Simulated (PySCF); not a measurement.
## How good is the calculation?

Mapped SMILES: `[CH3:1][S:2][c:3]1[cH:4][cH:5][s:6][cH:7]1`; H(Xn) means a hydrogen on atom n.

Published estimates (parent shift plus substituent increments) and measurements: δ ¹H H(C5) 7.17; H(C7) 6.87; H(C4) 6.86 ppm (estimated from measurements, as parent shift plus tabulated substituent increment; solution, not stated per compound (mostly CDCl3 or CCl4); Pretsch, Buehlmann, Badertscher, Structure Determination of Organic Compounds, 4th ed. (2009)).

All values are calculated (PySCF 2.14.0 with density-fitted response routines): σ from GIAO-PBE0/pcSseg-1, coordinates at the GFN2-xTB level. Averaged over atoms made equivalent by symmetry, fast rotation or ring inversion, single conformer, isolated molecule, no relativistic terms.

Task: How close does the calculation come?

Result: 
Reference values: estimated from measurements, as parent shift plus tabulated substituent increment (solution, not stated per compound (mostly CDCl3 or CCl4); Pretsch, Buehlmann, Badertscher, Structure Determination of Organic Compounds, 4th ed. (2009)).
| atoms | quantity | reference | computed | computed, scaled |
| --- | --- | --- | --- | --- |
| H(C5) | δ ¹H | 7.17 | 7.23 | 6.93 |
| H(C7) | δ ¹H | 6.87 | 6.10 | 5.86 |
| H(C4) | δ ¹H | 6.86 | 6.96 | 6.67 |

Computed shifts are σ(ref) − σ with the named reference compound (TMS for H and C) calculated as an isolated molecule at the same level. The measured values may be among those fitted. Shieldings were converted by linear fits to measured shifts (mostly CDCl3, TMS scale, for H and C): ¹H: δ = 30.01 − 0.943σ (rms 0.16 ppm, 131 shifts, 0.17 ppm with the 2 outliers that the fit left out). Occasional misses reach two or three times the rms, and more in compound classes unlike the fitted ones.

Task: How far are the unscaled ¹H shifts from the references?

Result: Mean signed difference -0.20 ppm, mean absolute 0.31 ppm over 3 comparisons; the largest is -0.77 ppm at H(C7) (hydrogen on an aromatic CH next to the ring sulfur).
